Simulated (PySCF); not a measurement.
H3BrClNSi (SMILES N[SiH](Cl)Br), singlet, at a GFN2-xTB geometry. Base run: B3LYP/6-31G, polarisability (PySCF).

PySCF was given this input:
```python
from pyscf import gto, scf, dft
from pyscf.prop import polarizability

mol = gto.Mole()
mol.atom = '''
    Si    0.288627   -0.578456    0.575996
    N     1.902650   -0.785352    0.058259
    Cl   -0.825191   -2.017667   -0.277357
    Br   -0.236372    1.433232   -0.170595
    H     0.021340   -0.527081    2.003174
    H     2.338666   -1.691162    0.061266
    H     2.581927   -0.048692    0.149678
'''
mol.basis = '6-31g'
mol.charge = 0
mol.spin = 0
mol.verbose = 4
mol.build()

mf = dft.RKS(mol)
mf.xc = 'b3lyp'
mf.kernel()
alpha = mf.Polarizability().polarizability()[2, 2]
print('alpha_zz =', alpha)
```

The base run was repeated with changes; each row names its change, and settings that it needs were set with it.

| change | alpha_zz (bohr³) | basis functions | core-seconds (rough) |
|---|---|---|---|
| base | 37.08 | 68 | 20 |
| basis = def2-SVP | 41.03 | 97 | 30 |
| basis = 6-31G* | 41.39 | 88 | 30 |
| finite field (a.u.) = 0.001; conv_tol = 1e-6 | 37.05 | 68 | 20 |
| basis = def2-SVPD | ? | ? | 60 |
| functional = pbe | 38.46 | 68 | 20 |
| finite field (a.u.) = 2e-4; conv_tol = 1e-11 | 37.08 | 68 | 20 |
| functional = pbe0 | 37.02 | 68 | 20 |
| finite field (a.u.) = 0.001; conv_tol = 1e-11 | 37.08 | 68 | 20 |
| functional = hf | 34.10 | 68 | 3 |
| finite field (a.u.) = 0.005; conv_tol = 1e-11 | 37.08 | 68 | 20 |
| functional = lda,vwn | ? | 68 | 10 |

Task: What belongs in the gaps?

Result: 
- basis = def2-SVPD, alpha_zz (bohr³): 60.24
- basis = def2-SVPD, basis functions: 136
- functional = lda,vwn, alpha_zz (bohr³): 38.86

Finite-field rows take the second difference of the energy in a field along z; a small field with loose convergence shows SCF noise divided by the square of the field, and a large one adds hyperpolarisability.
